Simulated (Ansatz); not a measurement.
Ideal-gas functions of ClZn, SMILES `[Cl][Zn]` radical at 400 K and 1 bar, from an Ansatz frequency run at PBE0-D4/def2-TZVP.

Molar mass 100.84 g/mol, point group C∞v (symmetry number 1), electronic degeneracy 2, moments of inertia 107.178 u Å². Harmonic wavenumbers (cm⁻¹, unscaled): 371.

Use S(trans) = R[1.5 ln M + 2.5 ln T − 1.1517]; rotational temperatures θ = 24.2544 K / I; S(rot) = R[ln(T/σθ) + 1]; for each mode x = 1.438777 ν̃/T, S = R[x/(eˣ − 1) − ln(1 − e⁻ˣ)] and H = RT x/(eˣ − 1); 1 cm⁻¹ = 0.0119627 kJ/mol; R = 8.31446 J/(mol·K).

Q: By hand: the entropy, in J/(mol·K).

A: Translation 172.5. Rotation: θ = 0.2263 K, giving 70.5. Vibration, mode by mode: 6.51, in all 6.5. Electronic 5.8. Sum 255.3 J/(mol·K).

Q: By hand: H − E and G − E in kJ/mol, counted from the electronic energy.

A: Zero-point energy ½ × 371 × 0.0119627 = 2.2; thermal vibration 1.6; translation, rotation and pV give 3.5 RT = 11.6. H − E = 15.4 kJ/mol, and G − E = 15.4 − 400 × 255.3/1000 = -86.7 kJ/mol.

Vibration gives 3 % of the entropy.
